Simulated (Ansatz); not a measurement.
The cluster Si6W⁺. The state is a doublet with charge 1. Geometry PBE-D4/def2-SVP.

```xyz
7

W     0.8978   -0.1478    0.7173
Si    1.4205    1.7850    2.0853
Si   -0.9246   -1.7438    0.6993
Si   -1.1082   -1.7199   -1.7639
Si   -1.0427    0.4151   -0.7395
Si    1.1300   -0.6877   -1.6333
Si   -0.3729    2.0991    0.6347
```

In the def2 sets W takes a core potential; there is no spin–orbit coupling. At HF/def2-TZVP the charge 1 doublet is spin-contaminated (final ⟨S²⟩ up to 3.24, 0.75 for a pure state). Another isomer (doublet) lies 1.45 eV lower at PBE0-D4/def2-TZVP; other spin states weren't run for this one.

**Question.** Estimate the α-spin orbital energies around the gap (eV) in Ansatz with HF/def2-TZVP, PBE-D4/def2-SVP, revPBE-D4/def2-TZVP, r2SCAN-D4/def2-TZVP, PBE0-D4/def2-SVP.

**Answer.** 
```json
{"orbital": "HOMO−13", "HF/def2-TZVP": "-23.55", "PBE-D4/def2-SVP": "-17.96", "revPBE-D4/def2-TZVP": "-17.64", "r2SCAN-D4/def2-TZVP": "-18.26", "PBE0-D4/def2-SVP": "-19.75"}
{"orbital": "HOMO−12", "HF/def2-TZVP": "-21.26", "PBE-D4/def2-SVP": "-16.18", "revPBE-D4/def2-TZVP": "-15.89", "r2SCAN-D4/def2-TZVP": "-16.41", "PBE0-D4/def2-SVP": "-17.78"}
{"orbital": "HOMO−11", "HF/def2-TZVP": "-20.43", "PBE-D4/def2-SVP": "-16.03", "revPBE-D4/def2-TZVP": "-15.75", "r2SCAN-D4/def2-TZVP": "-16.24", "PBE0-D4/def2-SVP": "-17.58"}
{"orbital": "HOMO−10", "HF/def2-TZVP": "-18.49", "PBE-D4/def2-SVP": "-14.53", "revPBE-D4/def2-TZVP": "-14.28", "r2SCAN-D4/def2-TZVP": "-14.69", "PBE0-D4/def2-SVP": "-15.89"}
{"orbital": "HOMO−9", "HF/def2-TZVP": "-17.36", "PBE-D4/def2-SVP": "-13.59", "revPBE-D4/def2-TZVP": "-13.36", "r2SCAN-D4/def2-TZVP": "-13.73", "PBE0-D4/def2-SVP": "-14.86"}
{"orbital": "HOMO−8", "HF/def2-TZVP": "-15.52", "PBE-D4/def2-SVP": "-11.59", "revPBE-D4/def2-TZVP": "-11.36", "r2SCAN-D4/def2-TZVP": "-11.72", "PBE0-D4/def2-SVP": "-12.62"}
{"orbital": "HOMO−7", "HF/def2-TZVP": "-14.73", "PBE-D4/def2-SVP": "-11.59", "revPBE-D4/def2-TZVP": "-11.33", "r2SCAN-D4/def2-TZVP": "-11.62", "PBE0-D4/def2-SVP": "-12.50"}
{"orbital": "HOMO−6", "HF/def2-TZVP": "-14.45", "PBE-D4/def2-SVP": "-11.18", "revPBE-D4/def2-TZVP": "-10.95", "r2SCAN-D4/def2-TZVP": "-11.21", "PBE0-D4/def2-SVP": "-12.04"}
{"orbital": "HOMO−5", "HF/def2-TZVP": "-13.93", "PBE-D4/def2-SVP": "-11.07", "revPBE-D4/def2-TZVP": "-10.83", "r2SCAN-D4/def2-TZVP": "-11.11", "PBE0-D4/def2-SVP": "-12.02"}
{"orbital": "HOMO−4", "HF/def2-TZVP": "-13.78", "PBE-D4/def2-SVP": "-10.85", "revPBE-D4/def2-TZVP": "-10.62", "r2SCAN-D4/def2-TZVP": "-10.90", "PBE0-D4/def2-SVP": "-11.79"}
{"orbital": "HOMO−3", "HF/def2-TZVP": "-13.34", "PBE-D4/def2-SVP": "-10.70", "revPBE-D4/def2-TZVP": "-10.47", "r2SCAN-D4/def2-TZVP": "-10.76", "PBE0-D4/def2-SVP": "-11.69"}
{"orbital": "HOMO−2", "HF/def2-TZVP": "-12.91", "PBE-D4/def2-SVP": "-10.13", "revPBE-D4/def2-TZVP": "-9.93", "r2SCAN-D4/def2-TZVP": "-10.15", "PBE0-D4/def2-SVP": "-10.92"}
{"orbital": "HOMO−1", "HF/def2-TZVP": "-12.50", "PBE-D4/def2-SVP": "-10.09", "revPBE-D4/def2-TZVP": "-9.89", "r2SCAN-D4/def2-TZVP": "-10.12", "PBE0-D4/def2-SVP": "-10.84"}
{"orbital": "HOMO", "HF/def2-TZVP": "-11.95", "PBE-D4/def2-SVP": "-9.32", "revPBE-D4/def2-TZVP": "-9.18", "r2SCAN-D4/def2-TZVP": "-9.47", "PBE0-D4/def2-SVP": "-10.20"}
{"orbital": "LUMO", "HF/def2-TZVP": "-4.81", "PBE-D4/def2-SVP": "-8.42", "revPBE-D4/def2-TZVP": "-8.23", "r2SCAN-D4/def2-TZVP": "-8.30", "PBE0-D4/def2-SVP": "-7.88"}
{"orbital": "LUMO+1", "HF/def2-TZVP": "-4.63", "PBE-D4/def2-SVP": "-8.27", "revPBE-D4/def2-TZVP": "-8.11", "r2SCAN-D4/def2-TZVP": "-8.18", "PBE0-D4/def2-SVP": "-7.72"}
{"orbital": "LUMO+2", "HF/def2-TZVP": "-4.23", "PBE-D4/def2-SVP": "-8.20", "revPBE-D4/def2-TZVP": "-7.99", "r2SCAN-D4/def2-TZVP": "-8.00", "PBE0-D4/def2-SVP": "-7.47"}
{"orbital": "LUMO+3", "HF/def2-TZVP": "-4.18", "PBE-D4/def2-SVP": "-7.93", "revPBE-D4/def2-TZVP": "-7.74", "r2SCAN-D4/def2-TZVP": "-7.78", "PBE0-D4/def2-SVP": "-7.40"}
{"orbital": "LUMO+4", "HF/def2-TZVP": "-3.45", "PBE-D4/def2-SVP": "-7.23", "revPBE-D4/def2-TZVP": "-7.08", "r2SCAN-D4/def2-TZVP": "-7.06", "PBE0-D4/def2-SVP": "-6.66"}
{"orbital": "LUMO+5", "HF/def2-TZVP": "-2.93", "PBE-D4/def2-SVP": "-7.23", "revPBE-D4/def2-TZVP": "-7.06", "r2SCAN-D4/def2-TZVP": "-7.04", "PBE0-D4/def2-SVP": "-6.53"}
{"orbital": "β HOMO", "HF/def2-TZVP": "-11.68", "PBE-D4/def2-SVP": "-9.93", "revPBE-D4/def2-TZVP": "-9.72", "r2SCAN-D4/def2-TZVP": "-9.87", "PBE0-D4/def2-SVP": "-10.65"}
{"orbital": "β LUMO", "HF/def2-TZVP": "-4.42", "PBE-D4/def2-SVP": "-8.79", "revPBE-D4/def2-TZVP": "-8.60", "r2SCAN-D4/def2-TZVP": "-8.55", "PBE0-D4/def2-SVP": "-8.17"}
```
